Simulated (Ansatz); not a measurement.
Job for Ansatz (a first-principles code): R-SVWN5/def2-TZVPP on H4OSn (SMILES [OH][SnH3]), a point of a torsion scan. Elements past Kr take the def2 small-core potentials; no spin–orbit coupling.

Ansatz 0.2 input:
```yaml
crystal:
  periodic: [false, false, false]
  atoms:
    - {symbol: O, position_ang: [1.32814002, 0.15348979, 0.58139612]}
    - {symbol: Sn, position_ang: [-0.50387384, -0.00983440, -0.04088926]}
    - {symbol: H, position_ang: [2.02702098, -0.02916152, -0.04140350]}
    - {symbol: H, position_ang: [-1.18863204, -1.16861296, 0.92292009]}
    - {symbol: H, position_ang: [-0.47536890, -0.45180826, -1.64977860]}
    - {symbol: H, position_ang: [-1.17412851, 1.48515950, 0.19393211]}
basis:
  gaussian:
    orbitals: def2-TZVPP
hamiltonian:
  xc: {name: SVWN5}
scf: {lower_state_search: off}
```

It printed:

```
WARN ansatz: RAYON_NUM_THREADS=1 ignored (pool sized by the plan → 1); use --threads N
Functional definition: SVWN5
these checks for a lower state are left out or cut short: stability, starts, cluster_reference, orbital_swaps, neighbouring_geometries, increment
integrals: 0.04 GiB planned
775 factors; their error is unknown
mean field: 0.36 GiB planned
mean field evaluation 1: about -7912.0422 eV, gradient 6.8e1 eV
mean field evaluation 2: about -7831.0069 eV, gradient 1.8e2 eV
mean field evaluation 4: about -7919.5094 eV, gradient 9.6e0 eV
mean field evaluation 8: about -7919.6770 eV, gradient 1.9e-1 eV
mean field evaluation 16: about -7919.6713 eV, gradient 6.9e-5 eV
mean field -7919.67131614 eV, -291.0425527222 hartree, gradient 3.5e-6 eV, S^2 0.000000; 0 other end points of the search recorded, 0 dependent functions left out
reference -7919.67135976 eV, -291.0425543251 hartree; 17, 17 occupied and 120, 120 virtual orbitals, 775 factors
Total energy: -7919.67135976 eV, -291.0425543251 hartree
Checks for a lower state left out: stability, starts, cluster_reference, orbital_swaps, neighbouring_geometries, increment
```

Self-consistency was reached.

Cost: roughly 0.8 core-seconds.
